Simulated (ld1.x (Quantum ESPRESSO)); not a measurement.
# Building the TM potential for tellurium (Te) (PBE, scalar-relativistic).

tellurium (Te), norm-conserving Troullier–Martins (Kleinman–Bylander form), made with ld1.x (Quantum ESPRESSO) 7.5 (PBE, scalar-relativistic). Core [Kr], reference 4d10 5s2 5p4. Waves: 5p (bound): rc 1.75 bohr; 4d (bound): rc 0.90 bohr; 5s (bound): rc 1.85 bohr. Local part: the s channel. Core correction: none.

(1) Estimate the cutoffs (Ry, on a coarse ladder) from which the occupation-weighted sum of valence levels, in a spherical-Bessel basis at the reference potential, stays within 10 and 1 mRy of its value at 400 Ry.

(2) What does a ghost test show?

(3) Which valence shell sets the plane-wave cutoff?

(4) Tests: 4d10 5s2 5p3; 4d10 5s2 5p2; 4d10 5s2 5p1; 4d10 5s1 5p4; 4d10 5s2 5p3.5; 4d9 5s2 5p5; 4d10 5s1 5p5. Which has the largest error in its energy relative to the reference configuration, and how large is it?

## Answers

(1) 140 Ry and 180 Ry.

(2) No extra level below or beside the all-electron valence levels (p, d, s, f tested).

(3) 4d: its level needs 140 Ry to come within 1 mRy, against 40 Ry for 5p.

(4) 4d9 5s2 5p5, with -391 meV (all-electron minus pseudo) on +38.26 eV.
